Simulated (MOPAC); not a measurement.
Input file for MOPAC: PM3 on C8H8 (SMILES C=Cc1ccccc1), a point of a torsion scan.

```
PM3 1SCF PRECISE CHARGE=0 THREADS=1
C8H8

C     -2.66766980 1    -0.77068484 1    -0.46342897 1
C     -1.89147484 1     0.27611310 1    -0.24771357 1
C     -0.43601948 1     0.18365667 1    -0.02720211 1
C      0.42749432 1    -0.07214932 1    -1.08614051 1
C      1.79405055 1    -0.13201206 1    -0.87793677 1
C      2.31350947 1     0.06858872 1     0.38945200 1
C      1.46060903 1     0.33386234 1     1.44780491 1
C      0.09498747 1     0.40037177 1     1.23992547 1
H     -3.73172580 1    -0.67659181 1    -0.60111139 1
H     -2.26188729 1    -1.76744514 1    -0.52447286 1
H     -2.31520338 1     1.27031506 1    -0.16630947 1
H      0.01969454 1    -0.22947361 1    -2.07449323 1
H      2.45562895 1    -0.33308234 1    -1.70818181 1
H      3.38027841 1     0.02120145 1     0.55208401 1
H      1.86147890 1     0.49374485 1     2.43834447 1
H     -0.57072623 1     0.60996423 1     2.06526627 1
```

It printed:

```
*******************************************************************************
 **                                                                           **
 **                              MOPAC v23.2.5                                **
 **                                                                           **
 *******************************************************************************
 ** MOPAC's Digital Object Identifier: https://doi.org/10.5281/zenodo.6511958 **
 **                                                                           **
 ** Please cite the open-source release paper for use of this MOPAC version:  **
 ** J. E. Moussa and J. J. P. Stewart (2026)                                  **
 ** MOPAC: An open-source semiempirical molecular orbital program             **
 ** J. Open Source Softw., 11(119), 8025, https://doi.org/10.21105/joss.08025 **
 *******************************************************************************

                              PM3 CALCULATION RESULTS

 *******************************************************************************
 *  PM3        - The PM3 Hamiltonian to be used
 *
 *
 *
 *                 CHARGE ON SYSTEM = 0
 *
 *
 *
 *  PRECISE    - TIGHTER CRITERIA TO BE USED
 *  1SCF       - DO 1 SCF AND THEN STOP
 *  THREADS=1  - MULTI-THREADING NOT USED
 *  T=         - A TIME OF 172800.0 SECONDS REQUESTED
 *  DUMP=N     - RESTART FILE WRITTEN EVERY 7200.0 SECONDS REQUESTED
 *******************************************************************************
PM3 1SCF PRECISE CHARGE=0 THREADS=1
 C8H8

   ATOM   CHEMICAL          X               Y               Z
  NUMBER   SYMBOL      (ANGSTROMS)     (ANGSTROMS)     (ANGSTROMS)

     1       C         -2.66766980  *  -0.77068484  *  -0.46342897  *
     2       C         -1.89147484  *   0.27611310  *  -0.24771357  *
     3       C         -0.43601948  *   0.18365667  *  -0.02720211  *
     4       C          0.42749432  *  -0.07214932  *  -1.08614051  *
     5       C          1.79405055  *  -0.13201206  *  -0.87793677  *
     6       C          2.31350947  *   0.06858872  *   0.38945200  *
     7       C          1.46060903  *   0.33386234  *   1.44780491  *
     8       C          0.09498747  *   0.40037177  *   1.23992547  *
     9       H         -3.73172580  *  -0.67659181  *  -0.60111139  *
    10       H         -2.26188729  *  -1.76744514  *  -0.52447286  *
    11       H         -2.31520338  *   1.27031506  *  -0.16630947  *
    12       H          0.01969454  *  -0.22947361  *  -2.07449323  *
    13       H          2.45562895  *  -0.33308234  *  -1.70818181  *
    14       H          3.38027841  *   0.02120145  *   0.55208401  *
    15       H          1.86147890  *   0.49374485  *   2.43834447  *
    16       H         -0.57072623  *   0.60996423  *   2.06526627  *



          CARTESIAN COORDINATES

    NO.       ATOM           X           Y           Z

     1         C         -2.6677     -0.7707     -0.4634
     2         C         -1.8915      0.2761     -0.2477
     3         C         -0.4360      0.1837     -0.0272
     4         C          0.4275     -0.0721     -1.0861
     5         C          1.7941     -0.1320     -0.8779
     6         C          2.3135      0.0686      0.3895
     7         C          1.4606      0.3339      1.4478
     8         C          0.0950      0.4004      1.2399
     9         H         -3.7317     -0.6766     -0.6011
    10         H         -2.2619     -1.7674     -0.5245
    11         H         -2.3152      1.2703     -0.1663
    12         H          0.0197     -0.2295     -2.0745
    13         H          2.4556     -0.3331     -1.7082
    14         H          3.3803      0.0212      0.5521
    15         H          1.8615      0.4937      2.4383
    16         H         -0.5707      0.6100      2.0653

  H: (PM3): J. J. P. STEWART, J. COMP. CHEM. 10, 209 (1989).
  C: (PM3): J. J. P. STEWART, J. COMP. CHEM. 10, 209 (1989).

           Empirical Formula: C8 H8  =    16 atoms



      MOLECULAR POINT GROUP   :   C1


      RHF CALCULATION, NO. OF DOUBLY OCCUPIED LEVELS = 20


 -------------------------------------------------------------------------------
 PM3 1SCF PRECISE CHARGE=0 THREADS=1
 C8H8



     1SCF WAS SPECIFIED, SO BFGS WAS NOT USED
     SCF FIELD WAS ACHIEVED


                              PM3 CALCULATION
                                                       MOPAC v23.2.5 Linux




          FINAL HEAT OF FORMATION =         41.31408 KCAL/MOL =     172.85810 KJ/MOL


          COSMO AREA              =        151.46 SQUARE ANGSTROMS
          COSMO VOLUME            =        144.32 CUBIC ANGSTROMS

          IONIZATION POTENTIAL    =          9.569894 EV
          HOMO LUMO ENERGIES (EV) =         -9.570  0.280
          NO. OF FILLED LEVELS    =         20
          MOLECULAR WEIGHT        =        104.1512         POINT GROUP:  C1

          MOLECULAR DIMENSIONS (Angstroms)

            Atom       Atom       Distance
            H    14    H     9     7.23860
            H    16    H    13     4.36835
            H    11    H    10     2.81617


          SCF CALCULATIONS        =          1





   ATOM   CHEMICAL          X               Y               Z
  NUMBER   SYMBOL      (ANGSTROMS)     (ANGSTROMS)     (ANGSTROMS)

     1       C         -2.66766980  *  -0.77068484  *  -0.46342897  *
     2       C         -1.89147484  *   0.27611310  *  -0.24771357  *
     3       C         -0.43601948  *   0.18365667  *  -0.02720211  *
     4       C          0.42749432  *  -0.07214932  *  -1.08614051  *
     5       C          1.79405055  *  -0.13201206  *  -0.87793677  *
     6       C          2.31350947  *   0.06858872  *   0.38945200  *
     7       C          1.46060903  *   0.33386234  *   1.44780491  *
     8       C          0.09498747  *   0.40037177  *   1.23992547  *
     9       H         -3.73172580  *  -0.67659181  *  -0.60111139  *
    10       H         -2.26188729  *  -1.76744514  *  -0.52447286  *
    11       H         -2.31520338  *   1.27031506  *  -0.16630947  *
    12       H          0.01969454  *  -0.22947361  *  -2.07449323  *
    13       H          2.45562895  *  -0.33308234  *  -1.70818181  *
    14       H          3.38027841  *   0.02120145  *   0.55208401  *
    15       H          1.86147890  *   0.49374485  *   2.43834447  *
    16       H         -0.57072623  *   0.60996423  *   2.06526627  *

                             CARTESIAN COORDINATES

   1    C       -2.667669800    -0.770684840    -0.463428970
   2    C       -1.891474840     0.276113100    -0.247713570
   3    C       -0.436019480     0.183656670    -0.027202110
   4    C        0.427494320    -0.072149320    -1.086140510
   5    C        1.794050550    -0.132012060    -0.877936770
   6    C        2.313509470     0.068588720     0.389452000
   7    C        1.460609030     0.333862340     1.447804910
   8    C        0.094987470     0.400371770     1.239925470
   9    H       -3.731725800    -0.676591810    -0.601111390
  10    H       -2.261887290    -1.767445140    -0.524472860
  11    H       -2.315203380     1.270315060    -0.166309470
  12    H        0.019694540    -0.229473610    -2.074493230
  13    H        2.455628950    -0.333082340    -1.708181810
  14    H        3.380278410     0.021201450     0.552084010
  15    H        1.861478900     0.493744850     2.438344470
  16    H       -0.570726230     0.609964230     2.065266270


           Empirical Formula: C8 H8  =    16 atoms



      MOLECULAR POINT GROUP   :   C1


                  EIGENVALUES
 -40.18408 -33.87832 -29.76120 -28.15937 -22.25586 -21.59462 -19.83409 -18.03074
 -16.58002 -16.17092 -15.35958 -14.89299 -14.67299 -13.27458 -13.01538 -12.44277
 -12.13736 -10.62776  -9.81202  -9.56989   0.27954   0.42079   1.12373   2.83723
   3.07583   3.41302   3.56432   3.63079   3.78089   3.96547   4.07391   4.10248
   4.94491   5.03606   5.06442   5.29533   5.57715   5.67719   6.22325   6.33452


              NET ATOMIC CHARGES AND DIPOLE CONTRIBUTIONS

  ATOM NO.   TYPE          CHARGE      No. of ELECS.   s-Pop       p-Pop
    1          C          -0.146895        4.1469     1.17824     2.96865
    2          C          -0.096203        4.0962     1.17593     2.92028
    3          C          -0.048548        4.0485     1.16834     2.88021
    4          C          -0.093111        4.0931     1.17269     2.92042
    5          C          -0.099443        4.0994     1.17378     2.92567
    6          C          -0.103285        4.1033     1.17445     2.92884
    7          C          -0.099332        4.0993     1.17369     2.92564
    8          C          -0.093739        4.0937     1.17240     2.92134
    9          H           0.081944        0.9181     0.91806
   10          H           0.084073        0.9159     0.91593
   11          H           0.100483        0.8995     0.89952
   12          H           0.104926        0.8951     0.89507
   13          H           0.101637        0.8984     0.89836
   14          H           0.101816        0.8982     0.89818
   15          H           0.101594        0.8984     0.89841
   16          H           0.104081        0.8959     0.89592
 DIPOLE           X         Y         Z       TOTAL
 POINT-CHG.    -0.092     0.006    -0.005     0.093
 HYBRID        -0.009     0.004     0.012     0.015
 SUM           -0.101     0.010     0.007     0.102


          ATOMIC ORBITAL ELECTRON POPULATIONS

     Atom    s        px        py        pz
    1  C   1.17824   0.98778   0.98173   0.99915
    2  C   1.17593   0.93188   0.98694   1.00145
    3  C   1.16834   0.93591   0.99482   0.94949
    4  C   1.17269   0.94289   1.00058   0.97695
    5  C   1.17378   0.95656   0.99998   0.96913
    6  C   1.17445   0.98343   1.00014   0.94526
    7  C   1.17369   0.94646   0.99942   0.97975
    8  C   1.17240   0.95662   1.00205   0.96267
    9  H   0.91806
   10  H   0.91593
   11  H   0.89952
   12  H   0.89507
   13  H   0.89836
   14  H   0.89818
   15  H   0.89841
   16  H   0.89592

 **********************
 *                    *
 * JOB ENDED NORMALLY *
 *                    *
 **********************




 == MOPAC DONE ==
```

The run finished.

Cost: about 0.020 core-seconds (a rough figure).
